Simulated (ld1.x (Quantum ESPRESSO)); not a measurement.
## Cl (Z = 17), ultrasoft: configuration errors across variants

ld1.x (Quantum ESPRESSO) 7.5 input, shortened:

```
&input
   title='Cl', zed=17., rel=1, dft='BLYP', iswitch=3,
   config='[Ne] 3s2 3p5'
 /
 &inputp
   pseudotype=3, tm=.true., lloc=-2, rcloc=1.05,
   nlcc=.true., new_core_ps=.true., rcore=0.70,
   which_augfun='PSQ', rmatch_augfun=0.95
 /
4
3S  1  0   2.00   0.00  1.05  1.40  0.0
3S  1  0   0.00  -1.10  1.05  1.40  0.0
3P  2  1   5.00   0.00  1.05  1.15  0.0
3P  2  1   0.00   3.55  1.05  1.15  0.0
 &test
   configts(1)='3s2 3p5'
 /
```

All-electron excitation energies from the reference (eV): (1) 3s2 3p4 13.731; (2) 3s2 3p3 39.028; (3) 3s2 3p2 77.200; (4) 3s1 3p6 12.144; (5) 3s2 3p1 129.349; (6) 3s2 3p4.5 5.512; (7) 3s1 3p5 26.422.

2 further variants failed, have other tests or another functional or relativity, and are left out.

Errors AE − PS in meV (a dash: test not solved or not reliable):

```csv
change,(1),(2),(3),(4),(5),(6),(7),bound ghosts
base,-0.8,-0.8,+0.2,-0.3,+0.4,-0.4,-2.8,none
local potential all-electron potential smoothed inside 1.30 bohr (lloc = -2),-0.9,-1.0,-0.2,-0.3,-0.4,-0.5,-2.8,none
"waves 3s (bound): rcut 1.05, rcutus 1.22 bohr; 3s channel at -1.1 Ry: rcut 1.05, rcutus 1.22 bohr",-0.7,-0.6,+0.2,-1.0,-1.2,-0.4,-4.0,none
local potential all-electron potential smoothed inside 1.52 bohr (lloc = -2),-0.9,-1.2,-0.2,0.0,+0.2,-0.5,-2.6,none
```

(1) Give the same row for: wave 3p channel at 3.55 Ry: rcut 1.05, rcutus 1.15 bohr becomes 3p channel at -0.49 Ry: rcut 1.05, rcutus 1.15 bohr.

Answers

(1) -0.2, +1.9, +6.1, -0.2, +8.1, -0.3, -1.5; bound ghosts: none.
